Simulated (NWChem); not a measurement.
Program: NWChem. System: BeCl$_{2}$, charge 0, spin multiplicity 1, at a geometry optimised with PBE/def2-SVP. The structure started from a generated list of species. Level: MP2/def2-TZVP, 11 core orbitals frozen.

Part of the output:

```
             Northwest Computational Chemistry Package (NWChem) 7.3.0
             --------------------------------------------------------

                                NWChem Input Module
                                -------------------

 Scaling coordinates for geometry "geometry" by  1.889725989
 (inverse scale =  0.529177249)

 Turning off AUTOSYM since
 SYMMETRY directive was detected!

                             Geometry "geometry" -> ""
                             -------------------------

 Output coordinates in angstroms (scale by  1.889725989 to convert to a.u.)

  No.       Tag          Charge          X              Y              Z
 ---- ---------------- ---------- -------------- -------------- --------------
    1 Be                   4.0000     0.00000000     0.00000000     0.00000000
    2 Cl                  17.0000     0.00000000     0.00000000     1.81444600
    3 Cl                  17.0000     0.00000000     0.00000000    -1.81444600

 Effective nuclear repulsion energy (a.u.)      81.8069087448

            Nuclear Dipole moment (a.u.)
            ----------------------------
        X                 Y               Z
 ---------------- ---------------- ----------------
     0.0000000000     0.0000000000     0.0000000000

      Symmetry information
      --------------------

 Group name             D2h
 Group number             26
 Group order               8
 No. of unique centers     2

      Symmetry unique atoms

     1    2


 Summary of "ao basis" -> "" (spherical)
 ------------------------------------------------------------------------------
       Tag                 Description            Shells   Functions and Types
 ---------------- ------------------------------  ------  ---------------------
 *                         def2-tzvp                  on all atoms

 Summary of "ao basis" -> "ao basis" (spherical)
 ------------------------------------------------------------------------------
       Tag                 Description            Shells   Functions and Types
 ---------------- ------------------------------  ------  ---------------------
 Be                        def2-tzvp                 9       19   5s3p1d
 Cl                        def2-tzvp                13       37   5s5p2d1f

                                 NWChem SCF Module
                                 -----------------

  ao basis        = "ao basis"
  functions       =    93
  atoms           =     3
  closed shells   =    19
  open shells     =     0
  charge          =   0.00
  wavefunction    = RHF
  use symmetry    = T
  symmetry adapt  = T

 Summary of "ao basis" -> "ao basis" (spherical)
 ------------------------------------------------------------------------------
       Tag                 Description            Shells   Functions and Types
 ---------------- ------------------------------  ------  ---------------------
 Be                        def2-tzvp                 9       19   5s3p1d
 Cl                        def2-tzvp                13       37   5s5p2d1f

      Symmetry analysis of basis
      --------------------------

        ag         23
        au          3
        b1g         4
        b1u        19
        b2g        10
        b2u        12
        b3g        10
        b3u        12

 Forming initial guess at       0.0s

      Superposition of Atomic Density Guess
      -------------------------------------

 Sum of atomic energies:        -933.52795708

      Non-variational initial energy
      ------------------------------

 Total energy =    -934.060658
 1-e energy   =   -1451.518787
 2-e energy   =     435.651220
 HOMO         =      -0.461587
 LUMO         =      -0.013867

      Symmetry analysis of molecular orbitals - initial
      -------------------------------------------------

 !! scf_movecs_sym_adapt:   58 vectors were symmetry contaminated

  Symmetry fudging

 !! scf_movecs_sym_adapt:   56 vectors were symmetry contaminated

  Numbering of irreducible representations:

     1 ag          2 au          3 b1g         4 b1u         5 b2g
     6 b2u         7 b3g         8 b3u

  Orbital symmetries:

     1 ag          2 b1u         3 ag          4 b1u         5 ag
[...]
  ----- ------------  ---------------      ----- ------------  ---------------
    34      0.371402  2 Cl px                71      0.371402  3 Cl px
    37      0.230306  2 Cl px                74      0.230306  3 Cl px
    31      0.165983  2 Cl px                68      0.165983  3 Cl px

 Vector   18  Occ=2.000000D+00  E=-4.710938D-01  Symmetry=b3g
              MO Center= -1.8D-32, -7.1D-18,  1.4D-16, r^2= 4.3D+00
   Bfn.  Coefficient  Atom+Function         Bfn.  Coefficient  Atom+Function
  ----- ------------  ---------------      ----- ------------  ---------------
    35      0.380767  2 Cl py                72     -0.380767  3 Cl py
    38      0.241851  2 Cl py                75     -0.241851  3 Cl py
    32      0.176779  2 Cl py                69     -0.176779  3 Cl py

 Vector   19  Occ=2.000000D+00  E=-4.710938D-01  Symmetry=b2g
              MO Center= -3.0D-17, -9.0D-32,  4.1D-16, r^2= 4.3D+00
   Bfn.  Coefficient  Atom+Function         Bfn.  Coefficient  Atom+Function
  ----- ------------  ---------------      ----- ------------  ---------------
    34      0.380767  2 Cl px                71     -0.380767  3 Cl px
    37      0.241851  2 Cl px                74     -0.241851  3 Cl px
    31      0.176779  2 Cl px                68     -0.176779  3 Cl px

 Vector   20  Occ=0.000000D+00  E= 4.554818D-02  Symmetry=ag
              MO Center= -2.2D-17, -2.6D-17,  8.6D-15, r^2= 1.1D+01
   Bfn.  Coefficient  Atom+Function         Bfn.  Coefficient  Atom+Function
  ----- ------------  ---------------      ----- ------------  ---------------
     5      2.144224  1 Be s                  4     -1.947788  1 Be s
    17     -0.335611  1 Be d  0               3      0.247115  1 Be s
    39     -0.230606  2 Cl pz                76      0.230606  3 Cl pz
    24      0.173409  2 Cl s                 61      0.173409  3 Cl s
    23     -0.153957  2 Cl s                 60     -0.153957  3 Cl s

 Vector   21  Occ=0.000000D+00  E= 1.024005D-01  Symmetry=b2u
              MO Center=  7.1D-32,  1.6D-16, -7.5D-17, r^2= 4.9D+00
   Bfn.  Coefficient  Atom+Function         Bfn.  Coefficient  Atom+Function
  ----- ------------  ---------------      ----- ------------  ---------------
    13      0.983663  1 Be py                38     -0.377012  2 Cl py
    75     -0.377012  3 Cl py                 7     -0.348634  1 Be py

 Vector   22  Occ=0.000000D+00  E= 1.024005D-01  Symmetry=b3u
              MO Center=  1.8D-16,  1.1D-32, -5.3D-17, r^2= 4.9D+00
   Bfn.  Coefficient  Atom+Function         Bfn.  Coefficient  Atom+Function
  ----- ------------  ---------------      ----- ------------  ---------------
    12      0.983663  1 Be px                37     -0.377012  2 Cl px
    74     -0.377012  3 Cl px                 6     -0.348634  1 Be px

 center of mass
 --------------
 x =   0.00000000 y =   0.00000000 z =   0.00000000

 moments of inertia (a.u.)
 ------------------
         822.237183335282           0.000000000000           0.000000000000
           0.000000000000         822.237183335282           0.000000000000
           0.000000000000           0.000000000000           0.000000000000

  Mulliken analysis of the total density
  --------------------------------------

    Atom       Charge   Shell Charges
 -----------   ------   -------------------------------------------------------
    1 Be   4     3.51   1.02  0.97  0.35  0.11 -0.00  0.80  0.01  0.05  0.21
    2 Cl  17    17.24   2.01  0.45  1.52  1.08  0.84  4.18  1.69  1.07  2.88  1.49  0.01  0.02  0.00
    3 Cl  17    17.24   2.01  0.45  1.52  1.08  0.84  4.18  1.69  1.07  2.88  1.49  0.01  0.02  0.00

       Multipole analysis of the density wrt the origin
       ------------------------------------------------

     L   x y z        total         open         nuclear
     -   - - -        -----         ----         -------
     0   0 0 0     -0.000000      0.000000     38.000000

     1   1 0 0      0.000000      0.000000      0.000000
     1   0 1 0      0.000000      0.000000      0.000000
     1   0 0 1      0.000000      0.000000      0.000000

     2   2 0 0    -22.197922      0.000000      0.000000
     2   1 1 0      0.000000      0.000000      0.000000
     2   1 0 1      0.000000      0.000000      0.000000
     2   0 2 0    -22.197922      0.000000      0.000000
     2   0 1 1     -0.000000      0.000000      0.000000
     2   0 0 2    -26.423082      0.000000    399.728104

                   NWChem MP2 Semi-direct Energy/Gradient Module
                   ---------------------------------------------

  Basis functions       =     93
  Molecular orbitals    =     93
  Frozen core           =     11
  Frozen virtuals       =      0
  Active alpha occupied =      8
  Active beta occupied  =      8
  Active alpha virtual  =     74
  Active beta virtual   =     74
  Use MO symmetry       = T
  Use skeleton AO sym   = T

  AO/Fock/Back tols     =   1.0D-09  1.0D-09  1.0D-09

 GA uses MA = F    GA memory limited = T

 Available:
  local mem=  1.26D+08
 global mem=  1.44D+08
 local disk=  0.00D+00
  mp2_memr nvloc                    74
  nvloc new                    74
   1 passes of   8:        4194304                      47232                   8118401.
   1 passes of   8: M    126149831           G      144161902           F     121955527.

 Semi-direct pass number   1 of   1  for RHF alpha+beta  at        0.6s
  vrange nnbf                  4026
  mp2_eaftype                    30  avail_ma_in_mb                  1099
 EAF : mp2_eaftype filesize          30    4059200.
  mp2_eaf for mointskh                     30
Node 0 wrote     19.1 Mb in      0.0 s     Agg I/O rate:  1896.6 Mb/s
 Done moints_semi at        1.8s
  mp2_eaftype                    30  avail_ma_in_mb                  1069
 EAF : mp2_eaftype filesize          30    4059200.
  mp2_eaf for kh                    30
 Done maket at        1.9s
 Done multipass loop at        1.9s

          -------------------------------------------
          SCF energy                -933.817382529352
          Correlation energy          -0.402762708174
          Singlet pairs               -0.249234405632
          Triplet pairs               -0.153528302542
          Total MP2 energy          -934.220145237526
          -------------------------------------------

          ---------------------------------------------------
                    Spin Component Scaled (SCS) MP2
          Same spin pairs                     -0.102352201695
          Same spin scaling factor             0.333333333333
          Opposite spin pairs                 -0.300410506479
          Opposite spin scaling fact.          1.200000000000
          SCS-MP2 correlation energy          -0.394610008340
          Total SCS-MP2 energy              -934.211992537693
          ---------------------------------------------------

 -----------------------
 Performance information
 -----------------------

 Timer overhead =  1.30D-07 seconds/call

               Nr. of calls         CPU time (s)                 Wall time (s)                GFlops
             ---------------    -------------------     ------------------------------   -------------------
Name         Min   Avg   Max    Min     Avg     Max     Min     Avg     Max   Mx/calls   Min     Max     Sum
mp2: moin     1     1     1    1.3     1.3     1.3      1.3     1.3     1.3     1.3      0.0     0.0     0.0
mp2: make     1     1     1   5.22E-2 5.22E-2 5.22E-2  5.22E-2 5.22E-2 5.22E-2 5.22E-2   0.0     0.0     0.0
mp2: tota     1     1     1    1.3     1.3     1.3      1.3     1.3     1.3     1.3      0.0     0.0     0.0

 The average no. of pstat calls per process was 3.00D+00
 with a timing overhead of 3.90D-07s

 Task  times  cpu:        1.8s     wall:        1.8s

 Total times  cpu:        1.9s     wall:        1.9s
```

**Question.** Write an NWChem input that would produce this output.

**Answer.** Several could match; the one computed here: 
```
start mol
memory heap 200 mb stack 900 mb global 1100 mb
geometry units angstroms nocenter noautoz
  Be     0.000000     0.000000     0.000000
  Cl     0.000000     0.000000     1.814446
  Cl     0.000000     0.000000    -1.814446
  symmetry group D2h
end
basis spherical
  * library def2-tzvp
end
scf
  rhf
  nopen 0
  maxiter 100
  thresh 1e-7
  semidirect memsize 60000000 filesize 0
end
mp2
  freeze core 11
end
task mp2 energy
```
